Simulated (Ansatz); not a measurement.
The same path of ClFGaH2 (5 atoms, charge 0, multiplicity 2) was run twice with different band settings. Lost on the way: Ga1–F5.

These are results of UKS PBE/def2-SVP in Ansatz, not measurements.

Relaxed end points:

```xyz
5
Properties=species:S:1:pos:R:3
Ga 0.166 0.026 0.575
Cl -1.082 -0.893 2.433
H 1.425 -0.877 0.355
H -0.850 0.762 -0.361
F 0.340 0.982 2.209
```

```xyz
5
Properties=species:S:1:pos:R:3
Ga 0.134 -0.271 -0.004
Cl -0.137 0.277 2.111
H 1.346 -1.240 -0.222
H -0.930 0.399 -0.938
F -0.413 0.835 4.262
```

Common settings: climbing image yes; spring 5.0 eV/Å²; optimiser quadratic models (default); start path through a guess of the saddle point; force threshold 0.05 eV/Å; iteration limit 60; end points relaxed.

| run | movable images |
| --- | --- |
| 1 | 5 |
| 2 | 3 |

Question: What does each run give, and how far can it be trusted?

Answer: Run 1: converged after 53 iterations, highest image 1.742 eV above the first end. The highest image is an end point: on this band no image between the ends rises above it. A vibrational analysis next to that end finds imaginary modes (139i, 85i cm⁻¹), so it isn't a minimum.
Run 2: converged after 12 iterations, highest image 1.742 eV above the first end. The highest image is an end point: on this band no image between the ends rises above it. So few images can step over the top or miss a turn of the path.
